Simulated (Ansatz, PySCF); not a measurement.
Reaction (SMILES): C#CC=O → O=c1cc1
Each molecule is optimised on its own at B3LYP-D3(BJ)/def2-TZVP (Ansatz, a first-principles code). Unstable Hartree-Fock reference: C#CC=O.

Property: isomerisation energy (enthalpy at 298 K, with B3LYP-D3(BJ) rigid-rotor harmonic-oscillator terms from PySCF), in kcal/mol. Correlated levels leave the core frozen unless marked. Spin-orbit coupling is left out. No relativistic terms. CBS(X,Y): correlation extrapolated as X^-3; Hartree-Fock from the larger set. The bracket is a focal-point correction in the basis named.

| level | program | isomerisation energy (kcal/mol) |
|---|---|---|
| BLYP/def2-TZVPD | Ansatz | … |
| revPBE/def2-TZVPD | Ansatz | 0.6 |
| PBE0/6-31G* | Ansatz | -3.8 |
| PBE0-D4/def2-TZVPD | Ansatz + dftd4 | -2.0 |
| PBE0/def2-QZVPP | Ansatz | … |
| CCSD/cc-pVTZ | Ansatz | … |
| RI-MP2/CBS(aug-cc-pVTZ,aug-cc-pVQZ)+[CCSD(T)-MP2]/aug-cc-pVTZ | Ansatz | 6.1 |

Complete the blanks.


- BLYP/def2-TZVPD, isomerisation energy (kcal/mol): 6.7
- PBE0/def2-QZVPP, isomerisation energy (kcal/mol): -1.8
- CCSD/cc-pVTZ, isomerisation energy (kcal/mol): 6.9
